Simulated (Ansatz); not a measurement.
One change: `CC(C)B(F)F` becomes `CCB(F)F`.

Ansatz, PBE0-D4/def2-TZVP geometries, multiplicity 1. Each molecule was computed in one conformer, which needn't be the lowest.

| property | `CC(C)B(F)F` |
| --- | --- |
| HOMO energy (ωB97M-V/def2-TZVPP) / eV | -11.28 |
| size of the dipole moment (B3LYP/def2-TZVPP) / D | 1.62 |
| ideal-gas entropy at 298 K and 1 bar (rigid rotor, harmonic PBE0-D4/def2-TZVP) / J/(mol·K) | 357 |
| HOMO–LUMO gap (B3LYP/def2-TZVPP) / eV | 8.63 |
| HOMO energy (B3LYP/def2-TZVPP) / eV | -8.79 |
| HOMO energy (PBE0/def2-TZVPP) / eV | -8.96 |

(1) Give the same properties after the change, and the shifts. (Best estimate.)

Answers

(1) Ansatz gave: 
```
                                                                                  property  `CCB(F)F`  shift
                                                     HOMO energy (ωB97M-V/def2-TZVPP) / eV     -11.76  -0.48
                                          size of the dipole moment (B3LYP/def2-TZVPP) / D       1.68   0.06
ideal-gas entropy at 298 K and 1 bar (rigid rotor, harmonic PBE0-D4/def2-TZVP) / J/(mol·K)        325    -32
                                                     HOMO–LUMO gap (B3LYP/def2-TZVPP) / eV       9.32   0.69
                                                       HOMO energy (B3LYP/def2-TZVPP) / eV      -9.23  -0.44
                                                        HOMO energy (PBE0/def2-TZVPP) / eV      -9.43  -0.47
```

With PBE0 the HOMO falls by 0.47 eV and the LUMO rises by 0.24 eV, so the gap widens by about 0.71 eV. PBE moves the HOMO by -0.41 eV and ωB97M-V by -0.48 eV. The zero-point energy changes by -74.4 kJ/mol with -9 modes. Dipoles are sizes alone; their direction can turn. Modes under 60 cm⁻¹, often nearly free rotors, make the harmonic entropy too high.

B3LYP here is the variant with VWN-RPA as its local correlation; programs differ in this.
